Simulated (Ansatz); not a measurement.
The cluster Cu₂S, relaxed as a singlet with RKS B3LYP-D4/def2-TZVP in Ansatz, starting from the GFN1-xTB geometry. Force threshold 0.02 eV/Å.

The relaxation made no stability test and no search for a lower SCF solution. The structure comes from a short search, and lower isomers may exist.

Start:

Cartesian coordinates in Å:
```
Cu 1.005 -0.170 0.822
Cu -0.828 -0.907 -0.454
S -0.176 1.077 -0.368
```

**Question.** Estimate the energy that the relaxation releases and the steps that it takes.

**Answer.** 0.11 eV, in 4 steps; 7.5 s on 4 threads of Arm Neoverse V1 on a shared host. No frequencies were taken in this run, so the end may be a saddle point.

**Question.** Does the start keep its bonding and symmetry?

**Answer.** By distances, no bond broke or formed. The bond that changes most is Cu1–S3, from 2.09 to 2.12 Å (atoms count from 1). Point group C2v at the start, C2v at the end, both within 0.05 Å.

**Question.** Predict the relaxed structure.

**Answer.** 
| atom | x (Å) | y (Å) | z (Å) |
| --- | --- | --- | --- |
| Cu1 | 1.117 | -0.101 | 0.896 |
| Cu2 | -0.948 | -0.931 | -0.542 |
| S3 | -0.169 | 1.032 | -0.353 |
Bond lengths (bridged metal pairs left out): 2 × Cu–S 2.12 Å.
